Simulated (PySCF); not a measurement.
SMILES C(CC)Cc1cccs1 at its GFN2-xTB optimised geometry (Å):

```
21

C     -3.4998    -1.0658     2.2503
C     -2.0692    -1.5287     2.4996
C     -1.5528    -2.4928     1.4319
C     -1.4549    -1.8711     0.0303
C     -0.5321    -0.7012     0.0000
C      0.8279    -0.7012     0.0000
C      1.3881     0.5968     0.0000
C      0.4452     1.5705     0.0015
S     -1.1471     0.9208     0.0029
H     -4.1611    -1.9206     2.1227
H     -3.8566    -0.4797     3.0939
H     -3.5592    -0.4430     1.3614
H     -2.0223    -2.0351     3.4667
H     -1.4108    -0.6592     2.5523
H     -2.2143    -3.3604     1.3796
H     -0.5612    -2.8440     1.7266
H     -2.4460    -1.5652    -0.3054
H     -1.0848    -2.6340    -0.6604
H      1.4164    -1.6019    -0.0062
H      2.4460     0.7910    -0.0033
H      0.5785     2.6340     0.0006
```

Level of theory: PBE0/def2-SVP run with PySCF. Cells within 0.4 Å of a nucleus heavier than hydrogen are left out (blank, or x).

Map of the electrostatic potential (hartree/e), clipped to [-0.08, 0.12] on the plane z = 0.0 Å:

```
|0000000000111111110000000|
|0000000001111111111000000|
|0000000001111221111100000|
|0000000011122332111100000|
|0000000011225994211110000|
|0000000012249999211111000|
|0000000135579999311111110|
|0000000399999999421111110|
|0000001999999xx9954321111|
|000000399x999x99999942111|
|000001599xx9999xx99962111|
|000111599999999xx99942111|
|0011124999999999997421111|
|00112246999x99x9962211111|
|0011247899xx99x9952111110|
|0011399999999999972111110|
|00114999xx999999993111100|
|00112699xx994379972111100|
|0011125999962235532111100|
|0011112599832122221111100|
|0011111223321111111111000|
|0011111111111111111111000|
|0011111111111111111110000|
|0001111111111111111100000|
|0001111111111111110000000|
```
Scale: ten equal steps from -0.009 (start of '0') to 0.120 (end of '9'), in the order '0123456789'; x runs from -5.00 to 5.00, y from -5.00 (bottom) to 5.00 (top).
